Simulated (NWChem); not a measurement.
# C5H5FSi; SMILES [SiH3]C(=C=CF)C#C

```xyz
12

C     -2.2242    -2.0050     0.1259
C     -1.2788    -1.2549     0.0253
C     -0.1047    -0.4491    -0.0819
Si     1.5753    -1.3278     0.0805
C     -0.1477     0.8549    -0.2836
C     -0.1467     2.1389    -0.5189
F     -0.1601     3.0680     0.4675
H     -3.0765    -2.6399     0.2117
H      1.6954    -2.3623    -0.9799
H      2.6561    -0.3218    -0.0637
H      1.6631    -1.9898     1.4076
H     -0.1389     2.5821    -1.5105
```
Atoms are numbered in this order, from 1.

Results from NWChem. Medium grid unless said otherwise, to which SCAN and Minnesota functionals are sensitive. All runs use the structure optimised with B3LYP/6-31G* (spherical d).

Task: Among these, which level gives the lowest value of “dipole (D)”?
A. LDA (Slater exchange, VWN5)/def2-SVP
B. B3LYP/def2-SVP
C. r2SCAN/def2-SVP
D. PBE/def2-SVP

Result: D, PBE/def2-SVP. Values: PBE/def2-SVP 1.30; LDA (Slater exchange, VWN5)/def2-SVP 1.39; r2SCAN/def2-SVP 1.44; B3LYP/def2-SVP 1.47
